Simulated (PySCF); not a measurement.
FGa (SMILES [F][Ga]), singlet, at a GFN2-xTB geometry (such geometries of metal compounds can be far from the true shape); DF-R2SCAN/STO-3G (PySCF).

PySCF was given this input:
```python
from pyscf import gto, scf, dft

mol = gto.Mole()
mol.atom = '''
    Ga   -0.000000   -0.000000   -0.404797
    F     0.000000    0.000000    1.394301
'''
mol.basis = 'sto-3g'
mol.charge = 0
mol.spin = 0
mol.verbose = 4
mol.max_memory = 1800
mol.build()

mf = dft.RKS(mol)
mf.xc = 'r2scan'
mf = mf.density_fit(auxbasis='def2-universal-jkfit')
mf.kernel()
```

Q: What does PySCF print? Leave out banner, timings and long lists.

A: 
```
PySCF version 2.14.0

[INPUT] verbose = 4
[INPUT] num. atoms = 2
[INPUT] num. electrons = 40
[INPUT] charge = 0
[INPUT] spin (= nelec alpha-beta = 2S) = 0
[INPUT] symmetry False subgroup None
[INPUT] Mole.unit = angstrom
[INPUT] Symbol           X                Y                Z      unit          X                Y                Z       unit  Magmom
[...]
nuclear repulsion = 82.0635906697023
number of shells = 11
number of NR pGTOs = 69
number of NR cGTOs = 23
basis = sto-3g
ecp = {}

******** <class 'pyscf.df.df_jk.DFRKS'> ********
method = DFRKS
initial guess = minao
damping factor = 0
level_shift factor = 0
DIIS = <class 'pyscf.scf.diis.CDIIS'>
diis_start_cycle = 1
diis_space = 8
diis_damp = 0
SCF conv_tol = 1e-09
SCF conv_tol_grad = None
SCF max_cycles = 50
direct_scf = False
XC library pyscf.dft.libxc version 7.1.2
    S. Lehtola, C. Steigemann, M. J. T. Oliveira, and M. A. L. Marques,  SoftwareX 7, 1–5 (2018)
XC functionals = r2scan
    J. W. Furness, A. D. Kaplan, J. Ning, J. P. Perdew, and J. Sun,  J. Phys. Chem. Lett. 11, 8208–8215 (2020)
    J. W. Furness, A. D. Kaplan, J. Ning, J. P. Perdew, and J. Sun,  J. Phys. Chem. Lett. 11, 9248–9248 (2020)
    J. W. Furness, A. D. Kaplan, J. Ning, J. P. Perdew, and J. Sun,  J. Phys. Chem. Lett. 11, 8208–8215 (2020)
    J. W. Furness, A. D. Kaplan, J. Ning, J. P. Perdew, and J. Sun,  J. Phys. Chem. Lett. 11, 9248–9248 (2020)
radial grids:
    Treutler-Ahlrichs [JCP 102, 346 (1995); DOI:10.1063/1.469408] (M4) radial grids

becke partition: Becke, JCP 88, 2547 (1988); DOI:10.1063/1.454033
pruning grids: <function nwchem_prune>
grids dens level: 3
symmetrized grids: False
atomic radii adjust function: <function treutler_atomic_radii_adjust>
small_rho_cutoff = 0
Set gradient conv threshold to 3.16228e-05
Initial guess from minao.
tot grids = 35168
init E= -1998.50225070727
[...]
cycle= 1 E= -2000.44057954992  delta_E= -1.94  |g|= 0.378  |ddm|= 1.44
[...]
cycle= 2 E= -1989.11731383502  delta_E= 11.3  |g|= 2.47  |ddm|= 5.78
[...]
cycle= 3 E= -1995.13304350255  delta_E= -6.02  |g|= 2.22  |ddm|= 5.13
[...]
cycle= 4 E= -1992.12651632752  delta_E= 3.01  |g|= 4.11  |ddm|= 4.41
[...]
cycle= 5 E= -1995.28042532506  delta_E= -3.15  |g|= 3.71  |ddm|= 5.04

WARN: HOMO 0.0264283650785314 == LUMO 0.0264283650785323

cycle= 6 E= -1996.24343174188  delta_E= -0.963  |g|= 1.61  |ddm|= 4.31
[...]
cycle= 7 E= -1995.93696958298  delta_E= 0.306  |g|=  1.2  |ddm|= 2.85
[...]
cycle= 8 E= -1993.9304122799  delta_E= 2.01  |g|= 3.51  |ddm|=  3.2
[...]
cycle= 9 E= -1998.38290248753  delta_E= -4.45  |g|= 2.95  |ddm|=  4.8
[...]
cycle= 10 E= -1990.84314278375  delta_E= 7.54  |g|= 2.03  |ddm|= 3.63
[...]
cycle= 11 E= -1999.67659477331  delta_E= -8.83  |g|= 0.789  |ddm|= 5.36
[...]
cycle= 12 E= -2000.40006854187  delta_E= -0.723  |g|= 0.447  |ddm|= 2.53
[...]
cycle= 13 E= -1999.62481393874  delta_E= 0.775  |g|= 0.855  |ddm|= 3.26
[...]
cycle= 14 E= -1999.61708640235  delta_E= 0.00773  |g|= 0.908  |ddm|=  4.1
[...]
cycle= 15 E= -1995.54041381156  delta_E= 4.08  |g|= 1.61  |ddm|= 3.96
[...]
cycle= 16 E= -2000.47047890735  delta_E= -4.93  |g|= 0.398  |ddm|= 4.32
[...]
cycle= 17 E= -1995.56696842038  delta_E=  4.9  |g|= 1.65  |ddm|= 4.32
[...]
cycle= 18 E= -1994.99072745831  delta_E= 0.576  |g|= 2.33  |ddm|= 0.954
[...]
cycle= 19 E= -1997.01438477634  delta_E= -2.02  |g|= 2.21  |ddm|= 2.72
[...]
cycle= 20 E= -1999.30725611974  delta_E= -2.29  |g|=  1.8  |ddm|= 3.25
[...]
cycle= 21 E= -2000.48370054773  delta_E= -1.18  |g|= 0.379  |ddm|= 3.07
[...]
cycle= 22 E= -1995.52987320703  delta_E= 4.95  |g|= 1.61  |ddm|= 4.38
[...]
cycle= 23 E= -1995.8331690188  delta_E= -0.303  |g|= 1.42  |ddm|=  3.4
[...]
cycle= 24 E= -1995.63343627697  delta_E=  0.2  |g|= 1.39  |ddm|= 3.54
[...]
cycle= 25 E= -2000.43187310467  delta_E= -4.8  |g|= 0.477  |ddm|= 4.39
[...]
cycle= 26 E= -2000.46104145366  delta_E= -0.0292  |g|= 0.373  |ddm|= 0.164
[...]
cycle= 27 E= -2000.44268963396  delta_E= 0.0184  |g|= 0.464  |ddm|= 0.161
[...]
cycle= 28 E= -2000.44098595851  delta_E= 0.0017  |g|= 0.492  |ddm|= 0.0845
[...]
cycle= 29 E= -2000.44239162144  delta_E= -0.00141  |g|= 0.539  |ddm|= 0.176
[...]
cycle= 30 E= -2000.4582364393  delta_E= -0.0158  |g|= 0.514  |ddm|= 0.0924
[...]
cycle= 31 E= -2000.48233149747  delta_E= -0.0241  |g|= 0.508  |ddm|= 0.221
[...]
cycle= 32 E= -2000.56391245849  delta_E= -0.0816  |g|= 0.345  |ddm|= 0.491
[...]
cycle= 33 E= -1995.2909279479  delta_E= 5.27  |g|= 1.92  |ddm|= 4.37
[...]
cycle= 34 E= -1995.44826581768  delta_E= -0.157  |g|=  1.7  |ddm|= 0.266
[...]
cycle= 35 E= -1995.57410039654  delta_E= -0.126  |g|= 1.45  |ddm|= 0.328
[...]
cycle= 36 E= -2000.47521294258  delta_E= -4.9  |g|= 0.298  |ddm|= 4.38
[...]
cycle= 37 E= -2000.47982558981  delta_E= -0.00461  |g|= 0.295  |ddm|= 0.056
[...]
cycle= 38 E= -1994.2144630244  delta_E= 6.27  |g|= 3.02  |ddm|= 4.65

WARN: HOMO 0.147244655298111 == LUMO 0.147639547902633

cycle= 39 E= -1994.21666968519  delta_E= -0.00221  |g|= 3.02  |ddm|= 0.0222
[...]
cycle= 40 E= -2000.4061683185  delta_E= -6.19  |g|= 0.56  |ddm|= 4.69
[...]
cycle= 41 E= -1991.59581233409  delta_E= 8.81  |g|= 4.03  |ddm|= 5.27
[...]
cycle= 42 E= -1994.17528484977  delta_E= -2.58  |g|= 3.05  |ddm|= 4.26
[...]
cycle= 43 E= -1992.23215927304  delta_E= 1.94  |g|= 3.78  |ddm|= 1.18

WARN: HOMO 0.0889696337909901 == LUMO 0.0891113649650116

cycle= 44 E= -1995.48002982845  delta_E= -3.25  |g|= 2.13  |ddm|= 3.46
[...]
cycle= 45 E= -1993.72435375305  delta_E= 1.76  |g|= 3.63  |ddm|= 3.08
[...]
cycle= 46 E= -2000.41487184347  delta_E= -6.69  |g|= 0.436  |ddm|= 4.81
[...]
cycle= 47 E= -1994.54683010021  delta_E= 5.87  |g|= 3.12  |ddm|= 4.64
[...]
cycle= 48 E= -2000.37953322003  delta_E= -5.83  |g|= 0.725  |ddm|= 4.56
[...]
cycle= 49 E= -2000.36145804772  delta_E= 0.0181  |g|= 0.764  |ddm|= 0.0457
[...]
cycle= 50 E= -2000.56260921734  delta_E= -0.201  |g|= 0.367  |ddm|= 0.882
SCF not converged.
SCF energy = -2000.56260921734
```

Convergence was not reached.
